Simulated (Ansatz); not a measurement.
# Energy differences in RhC (charge +1)

Computed with Ansatz's Gaussian-basis code (development build). Basis cc-pwCVTZ-PP on Rh, cc-pVTZ on C, scalar-relativistic core potentials (28 electrons on Rh), no spin–orbit coupling, 1 orbital frozen in the corrections; active space CAS(10,9), shells under the valence barred from it. Restricted Hartree–Fock, then the lowest state-specific CASSCF solution met for each case. Coupled cluster stands on the determinant that it favours, not always the lowest RHF. Single-reference values can break down or jump between states where bonds are stretched. Unlike active orbitals can shift such differences by tenths of an eV, at times by over 1 eV.

Case A, triplet: bond length 1.6130 Å.

Case B, singlet: the shape of A.

Energy less that of case A, in eV:

```json
{"case": "B", "RHF/ROHF": "-1.052", "CASSCF": "-2.233", "CCSD(T)": "-1.987"}
```

Task: What does SC-NEVPT2 give for these differences?

Result: B: -2.101 eV (-48.5 kcal/mol).

Task: Which case is lowest, and do the methods agree?

Result: B is lowest in SC-NEVPT2. Of the methods shown, RHF/ROHF, CASSCF, CCSD(T) agree.
